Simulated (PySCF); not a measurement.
Ga(NH2)3 (GaH₆N₃), SMILES [NH2][Ga]([NH2])[NH2]. Atoms are numbered in the order given.

```xyz
10

Ga     0.0116     0.0021     0.0000
N     -0.0931     0.9148    -1.5977
H      0.2116     1.8914    -1.6206
H      0.2395     0.4417    -2.4419
N      0.0812    -1.8407     0.0000
H     -0.2633    -2.3276     0.8320
H     -0.2633    -2.3276    -0.8320
N     -0.0931     0.9148     1.5977
H      0.2395     0.4417     2.4419
H      0.2116     1.8914     1.6206
```

Geometry optimised at PBE-D3(BJ)/def2-SVP. The structure was generated by enumeration; whether it is a known compound was not checked. One conformer was computed; it need not be the lowest.

Computed with PBE/pcSseg-1 run with PySCF.

GIAO shieldings, no solvent; atoms listed in one row are averaged. δ = σ(ref) − σ: ¹⁵N against NH3 (σ = 267.0 ppm); ¹H against TMS (σ = 31.49 ppm), references at their B3LYP-D3(BJ)/def2-TZVP geometries, non-relativistic.

Computed chemical shifts:
```tsv
nucleus	atoms	count	δ (ppm)
¹⁵N	N8, N2	2	21.1
¹⁵N	N5	1	19.8
¹H	H3, H4, H6, H7, H9, H10	6	0.75
```
